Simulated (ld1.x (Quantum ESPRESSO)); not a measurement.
vanadium: excitation energies, all-electron against TM semilocal

ld1.x (Quantum ESPRESSO) 7.5 input, shortened:

```
&input
   title='V', zed=23., rel=1, dft='PBE', iswitch=3,
   config='[Ar] 3d3 4s2 4p0'
 /
 &inputp
   pseudotype=1, tm=.true., lloc=2,
   nlcc=.true., new_core_ps=.true.
 /
3
3S  1  0   2.00   0.00  1.45  1.45  0.0
3P  2  1   6.00   0.00  1.05  1.05  0.0
3D  3  2   3.00   0.00  2.25  2.25  0.0
 &test
   configts(1)='3s2 3p6 3d3 4s2 4p0'
 /
```

Occupied shells without a wave of their own: 4s. They enter only through the test configuration that unscreens the potential, and ld1.x also counts them in the model core charge.

Energies are relative to the spin-unpolarised reference configuration 3s2 3p6 3d3 4s2 4p0; without spin polarisation the order of configurations can differ from experiment.

ld1.x takes every shell without a wave as core, so the model core holds the 4s electrons as well and exchange and correlation see them twice. This cancels in the reference configuration, but the file is broken for other ones, and its errors say nothing about a proper core correction.

| valence configuration | charge | ΔE all-electron (eV) | error AE − PS (meV) |
| --- | --- | --- | --- |
| 3s2 3p6 3d3 4s1 4p0 | +1 | 7.735 | -820 |
| 3s2 3p6 3d3 4s0 4p0 | +2 | 22.031 | -2412 |
| 3s2 3p6 3d2 4s0 4p0 | +3 | 50.928 | -3568 |
| 3s2 3p6 3d3 4s1 4p1 | 0 | 3.347 | -566 |
| 3s2 3p6 3d3 4s1.5 4p0 | +0.5 | 3.092 | -326 |
| 3s2 3p6 3d3 4s0 4p2 | 0 | 6.855 | -1264 |
| 3s2 3p6 3d2 4s2 4p1 | 0 | 5.778 | +125 |

Levels in the configuration 3s2 3p6 3d2 4s0 4p0:

| level | all-electron (eV) | pseudo (eV) |
| --- | --- | --- |
| 3s | -103.793 | -105.185 |
| 3p | -77.293 | -78.626 |
| 3d | -36.956 | -37.904 |

These tests converged, but a pseudo level misses the all-electron one widely, so the file describes the atom poorly there or has found another state: 3s2 3p6 3d3 4s0 4p0: empty 4s by 2.0 eV; 3s2 3p6 3d2 4s0 4p0: empty 4s by 2.8 eV.

The potential misses its own reference levels by up to 0.5 eV.
